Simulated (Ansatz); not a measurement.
Basis-set extrapolation for `C[N](C)[Mg][NH2]` (PBE0-D4/def2-TZVP geometry, frozen core, Ansatz). Multiplicity 1, RHF reference. For Mg the program correlates outer-core shells too, which these sets cover unevenly, so the extrapolated numbers aren't a true limit.

|  | def2-TZVPP | def2-QZVPP |
| --- | --- | --- |
| HF | -388.987027 | -389.005880 |
| MP2 correlation | -0.992465 | -1.086404 |
| CCSD(T) correlation | -1.069188 | not run |

Energies in hartree. Use E(X) = E(∞) + A·exp(−7.88·√X) for Hartree–Fock and E(X) = E(∞) + B·X^(−2.97) for correlation, with X = 3 and 4, and add CCSD(T) minus MP2 of the smaller set to the MP2 limit.

Problem. What is the CCSD(T) energy at the basis-set limit?

Solution. HF limit: -389.005880 + (-0.018853) × 0.13774 = -389.00848. MP2 limit: -1.086404 + (-0.093939) × 0.74074 = -1.15599. Higher-order term: -1.069188 − (-0.992465) = -0.07672. Total: -390.24119 hartree, 5.03 eV below CCSD(T)/def2-TZVPP.
